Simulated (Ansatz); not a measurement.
A calculation with Ansatz (development build ahead of 0.2.0).

```yaml
crystal:
  periodic: [false, false, false]
  atoms:
    - { symbol: Be, position_ang: [0.82183, 0.81583, 0.80893] }
    - { symbol: Be, position_ang: [0.80763, -0.8215, -0.81309] }
    - { symbol: Be, position_ang: [-0.81987, 0.80597, -0.81501] }
    - { symbol: Be, position_ang: [-0.81338, -0.82244, 0.81694] }
basis:
  gaussian: { orbitals: def2-SVP }
hamiltonian:
  xc: hf
output:
  forces: true
```

The input is written out in the form of the current development build from the run's settings.

Output:

| Item | Value |
| --- | --- |
| Converged | yes |
| Total energy | -58.27126 hartree |

Forces (eV/Å):
```tsv
atom	Fx	Fy	Fz
Be1	-0.651	-0.644	-0.621
Be2	-0.603	0.620	0.607
Be3	0.627	-0.617	0.626
Be4	0.626	0.642	-0.612
```
